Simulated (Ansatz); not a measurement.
Ansatz (an electronic-structure program) input (CCSD(T)/aug-cc-pV(D+d)Z):
A basis named .json is the Basis Set Exchange file of that set.

Ansatz 0.2 input:
```yaml
crystal:
  periodic: [false, false, false]
  atoms:
    - {symbol: Si, position_ang: [-0.14124628, -0.04316314, 0.01324788]}
    - {symbol: F, position_ang: [0.07521800, 1.19513616, 1.07411951]}
    - {symbol: F, position_ang: [0.00151277, 0.65581140, -1.46889415]}
    - {symbol: C, position_ang: [-1.63405955, -0.89760741, 0.23772607]}
    - {symbol: C, position_ang: [1.57983591, -0.84619144, 0.13367204]}
    - {symbol: H, position_ang: [-2.05704319, -1.06640427, 1.22301989]}
    - {symbol: H, position_ang: [-2.10899159, -1.44652734, -0.56932901]}
    - {symbol: H, position_ang: [1.71629914, -1.28924196, 1.12448595]}
    - {symbol: H, position_ang: [1.66636991, -1.65459011, -0.59819656]}
    - {symbol: H, position_ang: [2.39557857, -0.13468734, -0.04086744]}
basis:
  gaussian:
    orbitals: aug-cc-pV_D+d_Z.json
total_charge: -1
magnetization: {spin_polarized: false}
correlation: {method: ccsd_t, electrons: outside_noble_gas}
output: {forces: true}
```

Output:

```
Functional definition: HF
integrals: 0.61 GiB planned
1661 factors; integrals over basis functions are off by at most 9.0e-4 eV
0.97 GiB of device memory are held for the factors and their scratch space
mean field: 0.95 GiB planned
mean field evaluation 1: about -15414.9768 eV, gradient 3.6e1 eV
mean field evaluation 2: about -15415.0310 eV, gradient 3.6e1 eV
mean field evaluation 4: about -15418.4061 eV, gradient 3.3e0 eV
mean field evaluation 8: about -15418.4554 eV, gradient 2.4e-1 eV
mean field evaluation 16: about -15417.7243 eV, gradient 1.5e1 eV
mean field -15418.45583295 eV, -566.6178008562 hartree, gradient 5.0e-6 eV, S^2 0.000000; 0 other end points of the search recorded, 0 dependent functions left out
9 core orbitals not correlated
reference -15418.45583295 eV, -566.6178008562 hartree; 16, 16 occupied and 144, 144 virtual orbitals, 1661 factors
densities: 7.75 GiB planned
second order -22.54398668 eV of doubles, -0.00000000 eV of singles
coupled cluster: 3.07 GiB planned
cycle   1  -22.90019824 eV  change   -3.6e-1 eV  update   1.1e-1
cycle   2  -23.39694353 eV  change   -5.0e-1 eV  update   3.2e-2
cycle   3  -23.52912353 eV  change   -1.3e-1 eV  update   1.7e-2
cycle   4  -23.52597798 eV  change    3.1e-3 eV  update   3.8e-3
cycle   5  -23.52307597 eV  change    2.9e-3 eV  update   2.1e-3
cycle   6  -23.52298975 eV  change    8.6e-5 eV  update   8.6e-4
cycle   7  -23.52319443 eV  change   -2.0e-4 eV  update   4.5e-4
cycle   8  -23.52310270 eV  change    9.2e-5 eV  update   2.0e-4
cycle   9  -23.52306535 eV  change    3.7e-5 eV  update   8.3e-5
cycle  10  -23.52311978 eV  change   -5.4e-5 eV  update   4.3e-5
cycle  11  -23.52308605 eV  change    3.4e-5 eV  update   2.2e-5
cycle  12  -23.52307592 eV  change    1.0e-5 eV  update   1.1e-5
cycle  13  -23.52308195 eV  change   -6.0e-6 eV  update   5.0e-6
cycle  14  -23.52308364 eV  change   -1.7e-6 eV  update   2.1e-6
perturbative correction -0.70234831 eV, -0.0258108243 hartree
the calculation of the forces begins
0.97 GiB of device memory are held for the factors and their scratch space
Total energy: -15442.68126491 eV, -567.5080690600 hartree
Atom 0 at    -0.141246    -0.043163     0.013248 Å, force     0.409617    -0.500706     0.094318 eV/Å
Atom 1 at     0.075218     1.195136     1.074120 Å, force     0.082396     0.573705     0.469997 eV/Å
Atom 2 at     0.001513     0.655811    -1.468894 Å, force     0.049469     0.332768    -0.666065 eV/Å
Atom 3 at    -1.634060    -0.897607     0.237726 Å, force    -0.227432     0.005805     0.005361 eV/Å
Atom 4 at     1.579836    -0.846191     0.133672 Å, force    -0.296353     0.191232    -0.031967 eV/Å
Atom 5 at    -2.057043    -1.066404     1.223020 Å, force    -0.206657    -0.077427     0.505299 eV/Å
Atom 6 at    -2.108992    -1.446527    -0.569329 Å, force    -0.233422    -0.273276    -0.418166 eV/Å
Atom 7 at     1.716299    -1.289242     1.124486 Å, force     0.059117    -0.203458     0.447751 eV/Å
Atom 8 at     1.666370    -1.654590    -0.598197 Å, force     0.036596    -0.368251    -0.329277 eV/Å
Atom 9 at     2.395579    -0.134687    -0.040867 Å, force     0.326668     0.319605    -0.077250 eV/Å
Dipole moment:     0.735852     0.108868    -0.044416 e Å
```

It need not be the lowest isomer of its formula. Whether it binds its extra electron was not tested at this geometry.
